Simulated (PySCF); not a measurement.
## Polarisability and C₆ of I(2+) (iodine, charge +2)

[Kr] 4d10 5s2 5p3, high-spin 4S determinant. All numbers are calculated (PySCF 2.14, a scalar-relativistic core potential, in def2-TZVPPD with the def2 core potential (28 electrons) (7s6p4d2f, 59 functions)). Coupled (time-dependent) response in atomic units; α is the mean over directions.

| method | mean α (bohr³) | C₆ (like pair) | S(−4) |
| --- | --- | --- | --- |
| UHF | 14.00 | 97.59 | 39.13 |
| PBE | 13.73 | 95.23 | 36.64 |
| PBE0 | 13.70 | 95.02 | 36.33 |
| LC-wPBE | 13.67 | 94.72 | 36.24 |
| MN15 | 13.24 | 89.57 | 34.50 |

S(−4) is the Cauchy moment in α(ω) = α(0) + S(−4) ω² + …

α(iu) at PBE0:

| u (hartree) | α(iu) (bohr³) |
| --- | --- |
| 0 | 13.70 |
| 0.0500 | 13.61 |
| 0.100 | 13.35 |
| 0.200 | 12.40 |
| 0.300 | 11.12 |
| 0.500 | 8.459 |
| 0.750 | 5.937 |
| 1.00 | 4.330 |
| 1.50 | 2.637 |
| 2.00 | 1.829 |
| 3.00 | 1.081 |
| 5.00 | 0.5323 |

For an ion, C₆ is the dispersion term alone; charge-induced terms of lower order in 1/R come first.

Energies and moments cover only the electrons outside the core potential.
